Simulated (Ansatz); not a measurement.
Input and output for ClF2H3Si2 (`F[Si](F)([SiH3])Cl`).

```yaml
crystal:
  periodic: [false, false, false]
  atoms:
    - {symbol: F, position_ang: [1.590753, -0.485166, 1.455589]}
    - {symbol: Si, position_ang: [1.187598, -0.247105, -0.025193]}
    - {symbol: F, position_ang: [1.361506, -1.484916, -0.950060]}
    - {symbol: Si, position_ang: [-1.098046, 0.082302, 0.092483]}
    - {symbol: Cl, position_ang: [2.179305, 1.311002, -0.669816]}
    - {symbol: H, position_ang: [-1.317457, 1.190531, 0.883080]}
    - {symbol: H, position_ang: [-1.882750, -0.929184, 0.557663]}
    - {symbol: H, position_ang: [-1.546490, 0.530288, -1.419903]}
basis:
  gaussian: {orbitals: pcseg-2, point_charges: [{charge: 0.50, position_ang: [6.414, -0.282, 0.457]}]}
magnetization: {spin_polarized: false, initial_magnetization: 2}
hamiltonian: {xc: {name: r2SCANh}}
accuracy: high
```

```sh
$ ansatz run in.yaml --threads 4 --pin off --events-out ev --progress --plain --max-ram 10444MiB
```

Shortened log:

```
Functional definition: r2SCANh
3606 factors; integrals over basis functions are off by at most 1.4e-8 eV
mean field evaluation 1: about -33753.8887 eV, gradient 4.4e1 eV
mean field evaluation 2: about -33753.9875 eV, gradient 4.4e1 eV
mean field evaluation 4: about -33757.3005 eV, gradient 9.2e0 eV
mean field evaluation 8: about -33757.5727 eV, gradient 1.6e0 eV
mean field evaluation 16: about -33757.5828 eV, gradient 2.5e-2 eV
mean field evaluation 32: about -33757.5828 eV, gradient 3.1e-6 eV
mean field -33757.58276583 eV, -1240.5682849329 hartree, gradient 8.0e-8 eV, S^2 2.000000; 6 other end points of the search recorded, 0 dependent functions left out
reference -33757.58277041 eV, -1240.5682851012 hartree; 34, 32 occupied and 170, 172 virtual orbitals, 3606 factors
Total energy: -33757.58277041 eV, -1240.5682851012 hartree
```

Run time 62 s (4 threads of an Arm Neoverse V1 on a shared host); peak host memory 1.6 GiB.
